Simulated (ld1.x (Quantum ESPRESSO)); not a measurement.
Scattering properties, TM semilocal potential for samarium (Sm)

```json
{
  "Element": "Sm",
  "Generator": "ld1.x (Quantum ESPRESSO) 7.5",
  "Type": "norm-conserving Troullier–Martins (semilocal form)",
  "Functional": "PBEsol",
  "Relativity": "scalar-relativistic",
  "Frozen core": "[Kr] 4d10 5s2",
  "Valence charge": "14",
  "Reference configuration": "4f6 5p6 5d0 6s2 6p0",
  "Partial waves": "6s (bound): rc 3.90 bohr; 5d (bound, empty): rc 3.35 bohr; 4f (bound): rc 0.70 bohr; 5p (bound): rc 2.60 bohr",
  "Local potential": "the p channel",
  "Core correction": "a·sin(br)/r model core inside 0.84 bohr"
}
```

The phase is arctan(r·u′/u) with u = r·R(r), unwrapped; energies in Ry, scanned from -4 to 5 Ry. A pole is an energy at which the radial function vanishes at the test radius. The pseudo phase is shifted by a multiple of π to meet the all-electron one at the reference energy, and phase errors are pseudo minus all-electron; the curves can meet again beyond the range given. Levels narrower than the energy grid can be missing from the lists of poles. Where the grid stepped over a known ghost or core level, its pole and its step of π were put in at the level’s energy.

```csv
channel,radius (bohr),reference energy (Ry),"poles, all-electron","poles, pseudo",unbroken range about the reference energy with phases within 0.05 rad,phase error 1 Ry above the reference energy (rad)
s,4.23,-0.26,"-3.18, 0.43, 3.79","0.39, 2.45",-3.2 to 0.9,-0.031
p,4.23,-1.71,"-1.70, 1.09, 4.66","-1.70, 0.97, 4.07",below -0.2,-0.003
d,4.23,-0.12,"0.09, 2.38","0.09, 2.41",below 0.9,+0.035
f,4.23,-0.18,"-0.17, 1.69, 4.40","-0.17, 1.69, 4.41",the whole range,+0.001
```

Phases in the d channel:

```tsv
E (Ry)	all-electron	pseudo
-4.00	1.451	1.451
-3.76	1.448	1.448
-3.52	1.443	1.443
-3.28	1.438	1.438
-3.04	1.433	1.433
-2.80	1.427	1.427
-2.56	1.420	1.420
-2.32	1.413	1.413
-2.08	1.403	1.403
-1.84	1.392	1.392
-1.60	1.378	1.378
-1.36	1.360	1.360
-1.12	1.335	1.335
-0.88	1.298	1.298
-0.64	1.232	1.232
-0.40	1.059	1.060
-0.16	-0.410	-0.410
0.08	-1.561	-1.560
0.32	-1.752	-1.750
0.56	-1.912	-1.906
0.80	-2.225	-2.204
1.04	-3.257	-3.177
1.28	-4.196	-4.164
1.52	-4.466	-4.452
1.76	-4.579	-4.571
2.00	-4.645	-4.639
2.24	-4.691	-4.686
2.48	-4.728	-4.723
2.72	-4.762	-4.757
2.96	-4.798	-4.793
3.20	-4.842	-4.835
3.44	-4.906	-4.897
3.68	-5.024	-5.008
3.92	-5.349	-5.311
4.16	-6.620	-6.566
4.40	-7.416	-7.416
4.64	-7.617	-7.622
4.88	-7.703	-7.708
```
